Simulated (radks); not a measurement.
Question: P4+, configuration [Ne] 3s1. Calculated with a radial shooting solver on a logarithmic mesh with Libxc functionals: non-relativistic Kohn-Sham, SCAN, spin-unpolarised, spherical densities, point nucleus; meta-GGA in the generalised Kohn-Sham scheme. Some entries of the table are withheld. Estimate them.

| orbital | occ. | eigenvalue (eV) | <r^2> (bohr^2) |
|---|---|---|---|
| 1s | 2 | -2148.637 | (1) |
| 2s | 2 | (2) | 0.3178 |
| 2p | 6 | (3) | (4) |
| 3s | 1 | (5) | (6) |

Answer: 
(1) 1s <r^2> (bohr^2): 0.01455
(2) 2s eigenvalue (eV): -233.6814
(3) 2p eigenvalue (eV): -183.2830
(4) 2p <r^2> (bohr^2): 0.2885
(5) 3s eigenvalue (eV): -58.1194
(6) 3s <r^2> (bohr^2): 2.975
